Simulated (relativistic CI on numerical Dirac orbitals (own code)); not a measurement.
# Hyperfine structure of Os³⁹⁺, mass number 187

Computed by Dirac-Coulomb-Breit CI, KLI orbitals optimised for each configuration, model QED (radiative potential, 1s self-energy scaled to tabulated hydrogen-like ionisation energies), unscaled Slater integrals (own radial code, finite nucleus).

Configuration list (outside the closed core [Ar] 3d10): 4s²4p⁶4d, 4s²4p⁶4f, 4s²4p⁵4d², 4s4p⁶4d², 4s²4p⁵4d4f, 4s4p⁶4d4f, 4s²4p⁶5s, 4s²4p⁶5p, 4s²4p⁶5d, 4p⁶4d³, 4p⁵4d⁴, 4p⁵4d³4f, 4s4p⁶4f², 4s4p⁵4f³, 4p⁶4f³. Double excitations out of closed p, d and f shells are left out; levels of such configurations are missing from the list, as are those of other unlisted configurations, and high levels can miss mixing partners.

Nuclear spin I = 1/2, μ = 0.06442 μN (tables of Stone and Pyykkö). The electronic factors are computed for point nuclear moments, without core polarisation or the Bohr-Weisskopf and QED corrections.

| Level | E (cm⁻¹) | A (MHz) |
| --- | --- | --- |
| 4s²4p⁶4d ²D3/2 | 0 | 3960 |
| 4s²4p⁶4d ²D5/2 | 178212 | 1585 |
| 4s²4p⁵4d² ⁴D°1/2 | 1290181 | 696.5 |
| 4s²4p⁵4d² ⁴G°9/2 | 1468803 | 4114 |
| 4s²4p⁵4d² ²H°11/2 | 1504581 | 3922 |

Levels with J = 0, under 50 % of one LS term, or S terms without an open s electron are left out. Small factors come from cancelling terms and can be off by tens of per cent or more.

At this charge energies of transitions that change n are usually good to better than 1 %, and those within a shell (Δn = 0) to a few per cent.

(1) Give the hyperfine levels of 4s²4p⁶4d ²D3/2 relative to its centre of gravity.

## Answers

(1) With K = F(F + 1) − I(I + 1) − J(J + 1), E = AK/2: F = 1: -4950, F = 2: 2970 MHz.

LS names give the leading component of a level, which can be under half, so a name can repeat, a term be missing and a line seem to break the LS rules.
